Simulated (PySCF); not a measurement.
Gas-phase reaction: SnO2 + 3 F ⇌ SnF3 + O2

Method: PySCF energies plus ideal-gas RRHO corrections (1 bar). † marks an energy on the PBE0/def2-TZVP geometry and frequencies; other levels use their own. CCSD(T) freezes the core. Open shells (unrestricted): F (multiplicity 2), SnF3 (multiplicity 2), O2 (multiplicity 3); the rest are closed-shell singlets. Spin-orbit splitting is ignored; it lowers the true energy and changes the entropy of F. Sn: scalar-relativistic def2 core potential, no spin-orbit coupling. SnO2, SnF3: computed as isolated molecules; such fragments, hydroxides, amides, oligomers or adducts are transient or little studied in the gas. CCSD(T) isn't extrapolated to the basis-set limit. Warning, large T1 diagnostic: SnO2 (CCSD(T)/def2-TZVPP†).

PBE0/def2-QZVP† gives ΔH°(298 K) = -1001 kJ.

**Question.** What do CCSD(T)/def2-TZVPP†, PBE0/def2-SVP†, PBE0/def2-TZVP give?

**Answer.** CCSD(T)/def2-TZVPP†: -930 kJ; PBE0/def2-SVP†: -1031 kJ; PBE0/def2-TZVP: -998 kJ. For scale, ΔH°(298 K) is -1001 kJ at this level, -1013 kJ at ωB97M-V/def2-TZVP†, and runs from -1199 to -793 kJ over the 17 levels computed.
